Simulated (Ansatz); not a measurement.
Consider the hydrogenolysis of the Si–S bond: `BS[SiH](C)Cl` + H₂ → `C[SiH2]Cl` + `BS`.

Isolated molecules relaxed with PBE0-D4/def2-TZVP in Ansatz; ΔE leaves out vibrations. CCSD(T)/CBS adds triple-zeta CCSD(T) − MP2 to the extrapolated MP2 energy (def2 sets, frozen cores). This one scheme is used for every species. Functionals use def2-TZVPP. HSE06 is defined as in plane-wave codes. One conformer a species, not always the lowest.

```tsv
species	HSE06 energy (Eh)
`BS[SiH](C)Cl`	-1214.08904
H₂	-1.16797
`C[SiH2]Cl`	-790.56055
`BS`	-424.68496
```

Q: Work out ΔE.

A: ΔE = (-790.56055) + (-424.68496) − (-1214.08904) − (-1.16797) = 0.01150 Eh = +0.31 eV. CCSD(T)/CBS gives +0.41 eV.

Largest T1 diagnostic among the species: 0.015.

Leaving LDA and LC-ωPBE aside and taking each functional with its dispersion term where it has one, the values, not all of them listed here, spread over 0.21 eV, from B2PLYP to revPBE-D4. LDA lies +0.07 eV from PBE without D4. In def2-TZVPP, CCSD(T) changes the Hartree–Fock value by +0.29 eV (the triples alone add +0.07 eV) and MP2 by +0.42 eV.
